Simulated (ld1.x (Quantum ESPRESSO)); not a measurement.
# zirconium: one change to a TM potential, before and after

ld1.x (Quantum ESPRESSO) 7.5 input, shortened:

```
&input
   title='Zr', zed=40., rel=1, dft='PBE', iswitch=3,
   config='[Kr] 4d2 5s1 5p0'
 /
 &inputp
   pseudotype=2, tm=.true., lloc=1,
   nlcc=.false.
 /
3
5S  1  0   1.00   0.00  3.25  3.25  0.0
4D  3  2   2.00   0.00  2.90  2.90  0.0
5P  2  1   0.00   0.00  3.05  3.05  0.0
 &test
   configts(1)='4d2 5s1 5p0'
 /
```

Change: local potential the d channel.

Cutoffs: the cutoffs (Ry, on a coarse ladder) from which the occupation-weighted sum of valence levels, in a spherical-Bessel basis at the reference potential, stays within 10 and 1 mRy of its value at 400 Ry; they do not see the model core or the augmentation charge, which bear on the density cutoff. Errors are all-electron minus pseudo energies relative to the spin-unpolarised reference configuration.

Question: What does the change do?

Answer: The potential gets neither clearly harder nor softer (21 Ry and 25 Ry → 21 Ry and 25 Ry); the bound ghosts move from s to p, s; the number of tests that count goes from 7 to 6; of the 6 tests that both files solve, the error grows in 1 and shrinks in 2 by more than 15 % and 0.3 meV (median size 61.9 → 55.0 meV); the range in which the p phases agree widens (upper end 0.7 → 2.9). In the separable form a ghost depends on how the local part lies against the semilocal potential of the channel, so the choice of the local part can create or remove one.

| quantity | base | changed |
| --- | --- | --- |
| cutoff, loose | 21 Ry | 21 Ry |
| cutoff, tight | 25 Ry | 25 Ry |
| bound ghosts | s | s, p |
| tests counted (converged, no solver errors) | 7 of 7 | 6 of 7 |
| error for 4d2 5s2 5p0, meV [ΔE -7.14 eV] | -42 | +21 |
| error for 4d2 5s0 5p0, meV [ΔE 12.94 eV] | +101 | +114 |
| error for 4d1 5s0 5p0, meV [ΔE 35.57 eV] | +297 | +362 |
| error for 4d2 5s0 5p2, meV [ΔE -0.92 eV] | +17 | +12 |
| error for 4d1 5s2 5p1, meV [ΔE -4.13 eV] | +82 | +89 |
| error for 4d2 5s0 5p1, meV [ΔE 3.72 eV] | +14 | +12 |
| s: phases at 3.55 bohr within 0.05 rad from the reference energy up to (Ry; the scan ends near 5) | 0.8 | 1.2 |
| p: phases at 3.55 bohr within 0.05 rad from the reference energy up to (Ry; the scan ends near 5) | 0.7 | 2.9 |
| d: phases at 3.55 bohr within 0.05 rad from the reference energy up to (Ry; the scan ends near 5) | -0.1 | 0.4 |

Base: These tests converged, but a pseudo level misses the all-electron one widely, so the file describes the atom poorly there or has found another state: 4d1 5s0 5p0: empty 5s by 3.4 eV. Changed file: Tests not counted: 4d2 5s1 5p1 (pseudo-atom not self-consistent, printed error +1.1 eV). A true bound ghost makes a file unfit for plane-wave use even where its test errors are small: the radial tests pick states by their node count and pass the ghost by. Where a test does run into it, the solver fails or the error is huge.
